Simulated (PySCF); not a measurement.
# How methods differ on the ionisation energy of Ce(44+)

Ce(44+) [Ne] 3s2 3p2 (3P) → Ce(45+) [Ne] 3s2 3p1 (2P), as a difference of total energies. Calculation: PySCF 2.14, in an uncontracted even-tempered set (16 s from 8.8 bohr⁻², ratio 2.5; 10 p from 11 bohr⁻², ratio 2.5; 4 d from 46 bohr⁻², ratio 2.7; 4 f from 69 bohr⁻², ratio 2.7); the non-relativistic Hamiltonian (point nucleus). Correlated levels: outer shells: 1s2 frozen; virtual orbitals above 40 to 60 times the deepest correlated orbital energy dropped. The calculations carry no spin-orbit coupling.

```
                method  ionisation energy (eV)
                   UHF                  3435.4
    MP2 (outer shells)                  3435.5
SCS-MP2 (outer shells)                  3435.3
   CCSD (outer shells)                  3435.2
CCSD(T) (outer shells)                  3435.1
```

Spin-orbit coupling is strong in these open shells (close to jj coupling). The scalar numbers leave it out and a first-order estimate fails, so it can dominate the gap to the real levels.

The gap to the reference is mostly relativistic.

For comparison: 3570 ± 4 eV (theoretical estimate listed by NIST; NIST Atomic Spectra Database, ionization energies).
